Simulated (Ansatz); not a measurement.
Input file for Ansatz (a quantum-chemistry and plane-wave program): U-CCSD(T)/aug-cc-pVTZ on BH3N (SMILES B[NH]), 2S+1 = 2, atoms moved off the minimum.

Ansatz 0.2 input:
```yaml
crystal:
  periodic: [false, false, false]
  atoms:
    - {symbol: B, position_ang: [-0.67379282, 0.09171160, 0.05154172]}
    - {symbol: N, position_ang: [0.59289860, -0.15129966, 0.00791218]}
    - {symbol: H, position_ang: [-1.34885776, -0.62486914, 0.05472944]}
    - {symbol: H, position_ang: [-1.00571895, 1.33217155, 0.12102427]}
    - {symbol: H, position_ang: [1.61068515, -0.05004016, 0.01532941]}
basis:
  gaussian:
    orbitals: aug-cc-pVTZ
magnetization: {spin_polarized: true, initial_magnetization: 1}
correlation: {method: ccsd_t, electrons: outside_noble_gas}
scf: {omitted_lower_state_checks: [cluster_reference]}
output: {forces: true}
```

The head of its log:

```
WARN ansatz: RAYON_NUM_THREADS=1 ignored (pool sized by the plan → 1); use --threads N
Functional definition: HF
these checks for a lower state are left out or cut short: cluster_reference
integrals: 0.72 GiB planned
909 factors; integrals over basis functions are off by at most 1.4e-3 eV
mean field: 0.41 GiB planned
mean field evaluation 1: about -2196.2639 eV, gradient 2.4e1 eV
mean field evaluation 2: about -2196.2649 eV, gradient 2.4e1 eV
mean field evaluation 4: about -2199.4498 eV, gradient 3.4e0 eV
mean field evaluation 8: about -2199.7374 eV, gradient 3.0e-1 eV
mean field evaluation 16: about -2199.6395 eV, gradient 2.5e0 eV
mean field -2199.73984997 eV, -80.8389484492 hartree, gradient 1.5e-6 eV, S^2 0.775498; 2 other end points of the search recorded, 0 dependent functions left out
2 core orbitals not correlated
reference -2199.73984997 eV, -80.8389484492 hartree; 6, 5 occupied and 153, 154 virtual orbitals, 909 factors
densities: 2.22 GiB planned
```

Q: Give the final energy of this run.

A: -81.1685 hartree (reference determinant -80.8389, T1 diagnostic 0.030).
